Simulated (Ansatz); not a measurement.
System: C₂H₈ClSi₂ (charge -1, singlet). It need not be the lowest isomer of its formula. Whether it binds its extra electron was not tested at this geometry. 
Geometry from a B3LYP-D3(BJ)/def2-TZVP (Ansatz, a program for electronic structure) optimisation:
SMILES: [CH2-][SiH](C)[SiH2]Cl
```xyz
13

C     -2.1211     1.5582     0.2834
Si    -0.9285     0.5064     1.0378
C     -1.4196    -1.3264     1.1675
Si     1.3048     0.2514     0.0921
Cl     1.2476    -0.7567    -1.8077
H     -2.5110     1.2890    -0.6975
H     -2.0280     2.6344     0.4195
H     -0.5014     0.9718     2.4057
H     -1.5778    -1.7376     0.1670
H     -0.6456    -1.9251     1.6561
H     -2.3538    -1.4255     1.7262
H      1.9641     1.5512    -0.2573
H      2.4198    -0.4941     0.7876
```
Charge -1, spin multiplicity 1.

Total electronic energies in hartree. Cores are frozen in the correlated levels unless marked. No spin-orbit coupling. No relativistic terms. CBS marks a two-point X^-3 extrapolation of the correlation energy; Hartree-Fock from the larger set. [CCSD(T)-MP2]/basis is that difference in the basis named.

```json
[
 {"level": "HF/aug-cc-pV(Q+d)Z", "program": "Ansatz", "energy (Eh)": "-1117.87869"},
 {"level": "B2PLYP-D3(BJ)/def2-TZVPD", "program": "Ansatz + dftd3", "energy (Eh)": "?"},
 {"level": "MP2/STO-3G", "program": "Ansatz", "energy (Eh)": "-1105.30035"},
 {"level": "MP2/cc-pwCVTZ", "program": "Ansatz", "energy (Eh)": "-1118.68090"},
 {"level": "SCS-MP2/cc-pwCVTZ", "program": "Ansatz", "energy (Eh)": "-1118.69073"},
 {"level": "SCS-MP2/cc-pV(Q+d)Z", "program": "Ansatz", "energy (Eh)": "-1118.76538"},
 {"level": "CCSD/aug-cc-pV(T+d)Z", "program": "Ansatz", "energy (Eh)": "-1118.76156"},
 {"level": "CCSD(T)/6-31G", "program": "Ansatz", "energy (Eh)": "-1117.97424"},
 {"level": "RI-MP2/CBS(aug-cc-pV(T+d)Z,aug-cc-pV(Q+d)Z)+[CCSD(T)-MP2]/aug-cc-pV(T+d)Z", "program": "Ansatz", "energy (Eh)": "-1118.9061"}
]
```

What belongs in the gaps?


- B2PLYP-D3(BJ)/def2-TZVPD, energy (Eh): -1119.87837
